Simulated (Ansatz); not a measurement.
Species: SnF$_{3}$, net charge 1, singlet state. It need not be the lowest isomer of its formula. 
Structure (B3LYP-D3(BJ)/def2-TZVP (Ansatz, a first-principles code) minimum search):
```
Sn
F 1 1.8515
F 1 1.8515 2 120.00
F 1 1.8515 2 120.00 3 180.00
```
Charge +1, spin multiplicity 1.

Basis-set convergence of Hartree-Fock and CCSD(T) correlation energies (hartree) with Ansatz. Cores are frozen in the correlated levels unless marked. Spin-orbit coupling is left out. Frozen are the shells of the preceding noble gas and the d and f shells that filled before the atom's block. In def2 rows, elements after Kr have scalar-relativistic effective core potentials.

| basis | functions | E(HF) | E(corr, CCSD(T)) | rough core time |
|---|---|---|---|---|
| def2-SVPD | 101 | -511.12953 | -0.69120 | under 20 s |
| def2-TZVPPD | 176 | ___ | ___ | 28 s |

**Question.** Complete the blanks.

**Answer.** 
- def2-TZVPPD, E(HF): -511.51835
- def2-TZVPPD, E(corr, CCSD(T)): -0.87573
